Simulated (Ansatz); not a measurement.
```yaml
crystal:
  periodic: [false, false, false]
  atoms:
    - {symbol: C, position_ang: [-3.835108, 1.254032, 0.406679]}
    - {symbol: C, position_ang: [-3.342200, 0.223318, -0.584095]}
    - {symbol: C, position_ang: [-1.750675, 0.114930, -0.761413]}
    - {symbol: C, position_ang: [-1.416180, -0.798384, -1.929016]}
    - {symbol: C, position_ang: [-1.248402, -0.353427, 0.595162]}
    - {symbol: C, position_ang: [0.346233, -0.721763, 0.614548]}
    - {symbol: C, position_ang: [0.609453, -1.293254, 2.000259]}
    - {symbol: C, position_ang: [1.148330, 0.506216, 0.276982]}
    - {symbol: C, position_ang: [2.735806, 0.244863, 0.257227]}
    - {symbol: C, position_ang: [3.133752, -0.838292, -0.729687]}
    - {symbol: C, position_ang: [3.425361, 1.574295, 0.004892]}
    - {symbol: H, position_ang: [-4.928645, 1.400225, 0.251673]}
    - {symbol: H, position_ang: [-3.356640, 2.243712, 0.261874]}
    - {symbol: H, position_ang: [-3.720044, 0.947244, 1.465088]}
    - {symbol: H, position_ang: [-3.651030, 0.494212, -1.621404]}
    - {symbol: H, position_ang: [-3.754445, -0.785890, -0.378213]}
    - {symbol: H, position_ang: [-1.393294, 1.145338, -0.968226]}
    - {symbol: H, position_ang: [-1.735678, -1.844244, -1.745793]}
    - {symbol: H, position_ang: [-1.893330, -0.450609, -2.866312]}
    - {symbol: H, position_ang: [-0.321172, -0.799750, -2.126337]}
    - {symbol: H, position_ang: [-1.423071, 0.403615, 1.383452]}
    - {symbol: H, position_ang: [-1.734756, -1.301587, 0.906054]}
    - {symbol: H, position_ang: [0.463773, -1.507096, -0.158869]}
    - {symbol: H, position_ang: [0.479826, -0.539827, 2.802892]}
    - {symbol: H, position_ang: [-0.015322, -2.177686, 2.227968]}
    - {symbol: H, position_ang: [1.671897, -1.637520, 2.033204]}
    - {symbol: H, position_ang: [0.960954, 1.317545, 1.010016]}
    - {symbol: H, position_ang: [0.918783, 0.891159, -0.738853]}
    - {symbol: H, position_ang: [2.941309, -0.099133, 1.300878]}
    - {symbol: H, position_ang: [4.238596, -0.959143, -0.733898]}
    - {symbol: H, position_ang: [2.848409, -0.568821, -1.769938]}
    - {symbol: H, position_ang: [2.700662, -1.829381, -0.491664]}
    - {symbol: H, position_ang: [3.250056, 1.951072, -1.024869]}
    - {symbol: H, position_ang: [3.119945, 2.356216, 0.726728]}
    - {symbol: H, position_ang: [4.526868, 1.437811, 0.103008]}
basis:
  gaussian: {orbitals: def2-TZVP, initial_orbitals: start.molden}
total_charge: 1
magnetization: {spin_polarized: true, initial_magnetization: 1}
hamiltonian: {xc: pbe0, dispersion: d4}
scf: {omitted_lower_state_checks: [starts]}
output: {orbitals: {seedname: orbitals}}
```

The file start.molden holds the orbitals of an earlier run on this structure, at another level or in another basis.

```sh
$ ansatz run in.yaml --threads 4 --pin off --events-out ev --progress --plain --max-ram 6963MiB
```

(1) Does this run fit into the memory that it is given?

Answers

(1) No. It has 485 basis functions, and Ansatz plans for 6.92 GiB where 6.79 GiB are given.
